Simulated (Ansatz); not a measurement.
## Ansatz (development build ahead of 0.2.0) run

```yaml
crystal:
  periodic: [false, false, false]
  atoms:
    - { symbol: Fe, position_ang: [0.0, 0.0, 0.0] }
    - { symbol: C, position_ang: [0.0, 2.4877, 0.0] }
    - { symbol: P, position_ang: [0.0, -2.8584, 0.0] }
basis:
  gaussian: { orbitals: pcseg-2 }
magnetization:
  spin_polarized: true
  initial_magnetization: 1
hamiltonian:
  xc: { name: wB97X }
```

The input is written out in the form of the current development build from the run's settings.

Results

```json
{
 "Converged": "yes",
 "Total energy": "-1642.90045 hartree",
 "Spin squared of the determinant": "4.609",
 "Stability test": "minimum"
}
```

Caution: another spin multiplicity may lie lower; the unrestricted determinant is a mixture of spin states.
